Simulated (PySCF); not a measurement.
Magnesium: a sound run and one with changed settings

Sound run: Mg²⁺ [Ne], Mg³⁺ [He] 2s2 2p5. Calculation: PySCF 2.14, in cc-pVDZ-DK; the spin-free X2C one-electron Hamiltonian (Gaussian nucleus). In the sound run the correlated levels freeze [He] 2s2. The sound run starts from symmetry-adapted Hartree-Fock orbitals and uses a fine grid where one is needed.

A second run was set up differently.

```
species   method  sound run (hartree)  changed run (hartree)  converged
   Mg²⁺      MP2           -199.13065             -199.13142        yes
   Mg²⁺  CCSD(T)           -199.13062             -199.13142        yes
   Mg³⁺      MP2           -196.15119             -196.15174        yes
   Mg³⁺  CCSD(T)           -196.15121             -196.15184        yes
```

Ionisation energy of Mg²⁺:

| method | sound run (eV) | changed run (eV) |
| --- | --- | --- |
| UHF | 81.039 | 81.039 |
| MP2 | 81.075 | 81.081 |
| SCS-MP2 | 81.073 | 81.078 |
| CCSD | 81.073 | 81.077 |
| CCSD(T) | 81.074 | 81.078 |

What was changed?
A. a valence shell is frozen
B. all electrons correlated in a valence basis
C. too few SCF iterations
D. minimal basis

B. A valence basis has no tight correlating functions, so it recovers only part of the core correlation, and not evenly between atom and ion.
